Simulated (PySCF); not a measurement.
P³⁺: ionisation energy

P³⁺ [Ne] 3s2 → P⁴⁺ [Ne] 3s1 [3s1/2^1, M_J = 1/2], as a difference of total energies. Calculation: PySCF 2.14, in x2c-TZVPall-2c (5s6p2d1f, 40 functions); the two-component X2C-1e Hamiltonian. Correlated levels: [Ne] frozen; the 6 highest virtual spinors dropped. "Screened" scales the spin-orbit matrix elements by Boettger's factors to mimic the two-electron term; Breit and QED terms are absent.

```tsv
method	ionisation energy (eV)
GHF (screened spin-orbit)	49.842
GMP2 (screened spin-orbit)	50.784
```

Question: How much does correlation contribute at GMP2 (screened spin-orbit)?

Answer: 50.784 − (49.842) = 0.942 eV, measured against GHF (screened spin-orbit).

Errors of the correlated levels include the incompleteness of this basis and the frozen core.

MP2 underrates the near-degeneracy of ns² with np² in the lower species.

For comparison: 51.444 eV (measured; NIST Atomic Spectra Database, ionization energies).
